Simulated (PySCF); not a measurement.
**Molecular orbitals of BeBr⁺**

RHF at R = 1.878 Å; Be cc-pVDZ, Br cc-pVDZ-PP with ECP10; scalar-relativistic core potentials (PySCF 2.14). State: ¹Σ⁺ (singlet), closed shell. Only the outer orbitals are listed, counted within each symmetry, core potentials removing the inner ones.

```
orbital  occ.  ε (eV)  on Be (%)           main shells (%)
     5σ     2  -34.37         11                   88 Br s
     6σ     2  -20.21         29  65 Br p, 19 Be s, 9 Be p
     3π     2  -17.71         11           89 Br p, 9 Be p
     3π     2  -17.71         11           89 Br p, 9 Be p
     7σ     0   -7.84         97          63 Be s, 34 Be p
     4π     0   -4.36         93                   92 Be p
     4π     0   -4.36         93                   92 Be p
```

Question: Which are the highest filled and the lowest empty level, where do they sit, and how wide is the gap?

Answer: Highest filled 3π at -17.71 eV (in %: 89 Br p, 9 Be p); lowest empty 7σ at -7.84 eV (in %: 63 Be s, 34 Be p); the gap at RHF is 9.87 eV.

| Property | Result |
| --- | --- |
| bond order (Mayer) | 1.76 |
| ⟨S²⟩ | 0.000 |
| charge on Be (Mulliken, basis-dependent) | 0.77 |
| charge on Be (Löwdin, basis-dependent) | 0.71 |
| dipole moment (positive dipole points towards Br; it is taken about the centre of mass and depends on that origin) | -9.38 D |
| polarisability along the bond | 31.4 bohr³ |
| polarisability across the bond | 18.5 bohr³ |
